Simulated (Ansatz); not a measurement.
Cartesian coordinates (Å):
SMILES: N[SiH]([SiH3])[SiH3]
```xyz
13

N     -0.0885     1.8078    -0.7255
Si    -0.1520     0.4997     0.4033
Si    -1.7727    -1.0257    -0.3178
Si     1.9487    -0.5282     0.4679
H      0.6658     2.4742    -0.6732
H     -0.9425     2.2594    -1.0124
H     -0.5005     0.8835     1.8110
H     -1.9636    -2.0824     0.7130
H     -3.0805    -0.3447    -0.5372
H     -1.3651    -1.6715    -1.5946
H      3.0186     0.4707     0.7506
H      1.9733    -1.5560     1.5443
H      2.2590    -1.1868    -0.8295
```
Charge 0, multiplicity 1.

The numbers are results of frozen-core CCSD(T)/cc-pVTZ // PBE0-D3(BJ)/def2-TZVP (Ansatz, a first-principles code), not measurements.

The HF energy is -926.56515 Ha and the MP2 correlation energy is -0.59842 Ha.

Estimate the CCSD correlation energy, the (T) correction, the total energy and the T1 diagnostic.


| Property | Value |
|---|---|
| CCSD correlation energy | -0.66897 Ha |
| (T) correction | -0.02397 Ha |
| CCSD(T) total energy | -927.25809 Ha |
| T1 diagnostic | 0.012 |
